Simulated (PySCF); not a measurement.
# Static response to an electric field

Compound: WO2(OSiMe3)2, C6H18O4Si2W (singlet state).
Cartesian coordinates in Å at the PBE0-D3(BJ)/def2-SVP level; atoms count from 1:
```xyz
31
C6H18O4Si2W angstrom
W      0.8631    0.0477    0.5977
O      0.9912   -0.3374    2.2603
O      2.4224    0.5115    0.0701
O     -0.3140    1.4773    0.3876
Si    -1.1008    2.8296    1.0602
C     -2.2433    2.1864    2.3908
C     -2.0248    3.6396   -0.3451
C      0.2314    3.9343    1.7635
H     -2.7476    3.0129    2.9162
H     -1.6758    1.6059    3.1356
H     -3.0182    1.5303    1.9647
H     -2.7461    2.9393   -0.7938
H     -2.5802    4.5239    0.0053
H     -1.3276    3.9634   -1.1330
H      0.8106    3.4019    2.5346
H      0.9302    4.2571    0.9761
H     -0.2017    4.8351    2.2266
O      0.3313   -1.4623   -0.3595
Si     0.8431   -2.8417   -1.2213
C      1.4409   -2.2444   -2.8875
C     -0.6490   -3.9543   -1.3612
C      2.2259   -3.6175   -0.2337
H      1.7978   -3.0834   -3.5059
H      2.2740   -1.5342   -2.7651
H      0.6348   -1.7348   -3.4379
H     -1.4728   -3.4405   -1.8803
H     -0.4062   -4.8675   -1.9275
H     -1.0073   -4.2551   -0.3647
H      3.0619   -2.9093   -0.1176
H      1.8818   -3.9053    0.7719
H      2.6134   -4.5194   -0.7337
```

Level: CAM-B3LYP/def2-SVPD (PySCF), static field, nuclei fixed, core orbitals frozen in the response. The polarisability tensor in these axes (au):

```
x   163.91  -8.96  -2.50
y    -8.96 186.26  10.70
z    -2.50  10.70 164.53
```

Problem. What are the eigenvalues, a third of the trace, and Δα (Δα² = ½Σ(αi − αj)² over the three pairs)?

Solution. Principal values 159.46, 161.71 and 193.53 au; mean 171.57 au = 25.42 Å³ = 28.29 × 10⁻⁴⁰ C²·m²/J; Δα = 33.00 au (19 % of the mean).

Problem. What is the dipole moment, and where does it point?

Solution. (-3.10, -0.15, -2.07) D, 3.73 D in size, pointing from the negative to the positive side. Measured along this direction, the outermost atoms are H29 at the negative end and H12 at the positive end.

Problem. Rayleigh depolarisation ratio (linearly polarised light, static tensor)?

Solution. ρ = 3Δα²/(45ᾱ² + 4Δα²) = 3267.9/(1324561 + 4357.2) = 0.00246.

Problem. Refractivity n − 1 of an ideal gas of it at 400 K and 1 atm, from the electronic α?

Solution. N = p/kT = 1.8347 × 10¹⁹ cm⁻³, so n − 1 = 2π × N × 25.42 × 10⁻²⁴ cm³ = 2931 × 10⁻⁶ at long wavelengths.

Problem. Orientational against electronic polarisability at 500 K (dilute gas, rigid molecules)?

Solution. In Gaussian units μ²/3kT = 67.25 Å³ against 25.42 Å³, a ratio of 2.65; the Debye molar polarisation (4π/3)N_A(α + μ²/3kT) is 233.8 cm³/mol, leaving out the vibrational part.

Problem. Give the principal axes and the span of the nuclei along them.

Solution. Largest value along (-0.30, 0.89, 0.35), where the nuclei span 10.18 Å; middle along (0.79, 0.03, 0.61), 4.88 Å; least along (-0.53, -0.46, 0.71), 4.84 Å. 

Geometry: PBE0-D3(BJ)/def2-SVP; no solvent, vibrations or thermal averaging. Atoms past krypton carry effective core potentials; spin–orbit coupling is left out.

The run behind these numbers computed excited states as well. The run took 2.6 min wall, 5.7 min CPU (grids of density and orbitals included) on 2 threads of an AMD EPYC 9R45 (shared host), and the process peaked at 4.5 GiB of memory.
